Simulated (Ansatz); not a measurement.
Input and output for C8H11N (`CCNc1ccccc1`).

```yaml
crystal:
  periodic: [false, false, false]
  atoms:
    - {symbol: C, position_ang: [-1.688364, -2.749671, -0.832056]}
    - {symbol: C, position_ang: [-0.649977, -1.888014, -0.147368]}
    - {symbol: N, position_ang: [-0.881688, -0.496484, -0.438147]}
    - {symbol: C, position_ang: [-0.014707, 0.488858, -0.017739]}
    - {symbol: C, position_ang: [-0.121693, 1.779477, -0.551858]}
    - {symbol: C, position_ang: [0.709429, 2.793936, -0.121472]}
    - {symbol: C, position_ang: [1.671734, 2.558995, 0.853765]}
    - {symbol: C, position_ang: [1.784163, 1.284838, 1.383872]}
    - {symbol: C, position_ang: [0.959172, 0.254700, 0.957151]}
    - {symbol: H, position_ang: [-2.695370, -2.474790, -0.510311]}
    - {symbol: H, position_ang: [-1.634821, -2.641572, -1.919460]}
    - {symbol: H, position_ang: [-1.528983, -3.803071, -0.596990]}
    - {symbol: H, position_ang: [0.360385, -2.201401, -0.454107]}
    - {symbol: H, position_ang: [-0.708610, -2.040016, 0.936065]}
    - {symbol: H, position_ang: [-1.309572, -0.320913, -1.332656]}
    - {symbol: H, position_ang: [-0.874935, 1.978150, -1.308285]}
    - {symbol: H, position_ang: [0.604784, 3.783340, -0.553073]}
    - {symbol: H, position_ang: [2.321995, 3.356975, 1.190344]}
    - {symbol: H, position_ang: [2.530895, 1.078741, 2.142981]}
    - {symbol: H, position_ang: [1.074361, -0.732579, 1.385746]}
basis:
  gaussian: {orbitals: aug-pcseg-2, fitting: {mean_field: def2-universal-jkfit}}
magnetization: {spin_polarized: true, initial_magnetization: 2}
hamiltonian: {xc: {name: HF}}
correlation: {active_space: {window: {electrons: 2, orbitals: 1}}}
```

```sh
$ ansatz run in.yaml --threads 2 --pin off --events-out ev --progress --plain --max-ram 22528MiB --backend cuda --devices 0, --max-vram 18GiB
```

Shortened log:

```
Error: invalid value for `correlation.active_space`: it starts from restricted Hartree–Fock orbitals; set hamiltonian.xc: hf without magnetization.spin_polarized
```
